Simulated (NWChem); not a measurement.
# Basis-set convergence for H$_{5}$AlN$_{2}$

SMILES: [NH2][AlH][NH2]
```xyz
8

Al     0.0000     0.0000    -0.4789
H      0.0000     0.0000    -2.0587
N      1.5470     0.0000     0.3993
H      2.4530     0.0000    -0.0594
H      1.6767     0.0000     1.4063
N     -1.5470     0.0000     0.3993
H     -1.6767     0.0000     1.4063
H     -2.4530     0.0000    -0.0594
```
Charge 0, spin multiplicity 1.

Program: NWChem. All single points use one geometry, from B3LYP/def2-SVP, a minimum by its harmonic frequencies. It is one conformer; others weren't searched.

Quantity: LUMO energy at the level PBE.

The Pople sets run with spherical d functions. The structure started from a generated list of species.

```tsv
basis	functions	LUMO energy (eV)
STO-3G	24	5.58
3-21G	41	0.32
6-31G*	56	?
6-31+G*	68	?
cc-pVDZ	71	-0.05
def2-SVPD	104	-0.66
def2-TZVP	129	-0.34
cc-pVTZ	164	?
def2-TZVPP	174	-0.35
aug-cc-pVTZ	257	-0.94
```

Q: Fill in the missing entries.

A: 
- 6-31G*, LUMO energy (eV): 0.05
- 6-31+G*, LUMO energy (eV): -0.79
- cc-pVTZ, LUMO energy (eV): -0.26
